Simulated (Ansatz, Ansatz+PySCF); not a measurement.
```xyz
2

C     0.0000    0.0000    0.0000
Si    0.7017    0.9356    2.0257
```

Basis set: STO-3G (spherical functions). Frozen core: 6 orbitals. Charge 0, multiplicity 1.

Computed with Ansatz (development build ahead of 0.2.0); the reference of a correlated method needn't be the lowest determinant of its kind. Restricted open shells among the atoms or ions are ROHF, correlated in semicanonical orbitals with singles.

Task: Give the atomization energy at this shape (free ground-state atoms in the same class of orbitals less the molecule, no zero-point energy) of singlet SiC by RHF-CCSD(T), RHF-CCSD, full CI (lowest root of this spin), UHF-CCSD(T), UHF-CCSD.

Result:

```json
{"method": "RHF-CCSD(T)", "atomization energy": "222.8 kJ/mol"}
{"method": "RHF-CCSD", "atomization energy": "140.0 kJ/mol"}
{"method": "full CI (lowest root of this spin)", "atomization energy": "174.2 kJ/mol"}
{"method": "UHF-CCSD(T)", "atomization energy": "164.2 kJ/mol"}
{"method": "UHF-CCSD", "atomization energy": "159.4 kJ/mol"}
```

Caution: another spin multiplicity may lie lower; the shape is not the minimum. Caution for RHF-CCSD(T), RHF-CCSD: an unrestricted determinant lies well below. Caution for RHF-CCSD(T), RHF-CCSD, UHF-CCSD(T), UHF-CCSD: large amplitudes, a single reference is doubtful; the program doubts this total; the reference determinant was not shown to be the lowest. Caution for UHF-CCSD(T), UHF-CCSD: a plain start can end on a higher determinant; the determinant is a saddle point; the unrestricted determinant is a mixture of spin states.

This basis has no polarisation functions and is too small for such energies, which can lie far from measured ones in either direction.
